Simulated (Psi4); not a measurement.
Internal rotation in C₇H₅NO, SMILES c1ccc(O)c(c1)C#N. Scanned: dihedral C3–C8–O9–H14; all other coordinates were relaxed at GFN2-xTB. Points at φ and −φ are mirror images.

Geometry of the scan point at 0° (Å):
```
14

N      3.0072     1.7114    -0.1398
C      1.9609     1.2414    -0.0892
C      0.7069     0.5983    -0.0318
C     -0.4731     1.3390     0.0647
C     -1.6893     0.6929     0.1194
C     -1.7369    -0.6951     0.0783
C     -0.5780    -1.4390    -0.0170
C      0.6600    -0.8054    -0.0735
O      1.7719    -1.5660    -0.1665
H     -0.4132     2.4167     0.0953
H     -2.6008     1.2651     0.1940
H     -2.6895    -1.2008     0.1212
H     -0.6016    -2.5165    -0.0498
H      2.5662    -1.0140    -0.1981
```

Method: Psi4 with PBE-D3(BJ)/def2-SVP // GFN2-xTB.

Scanned values (°): -160, -140, -120, -100, -80, -60, -40, -20, 0, 20, 40, 60, 80, 100, 120, 140, 160, 180.

Q: At which scan points does the profile have its minima and maxima, and how high do they lie?

A: Lower than their neighbours: 0° (0.0 kcal/mol), 180° (2.8 kcal/mol). Higher than their neighbours: -100° (8.0 kcal/mol), 100° (8.0 kcal/mol). The whole profile spans 8.0 kcal/mol.
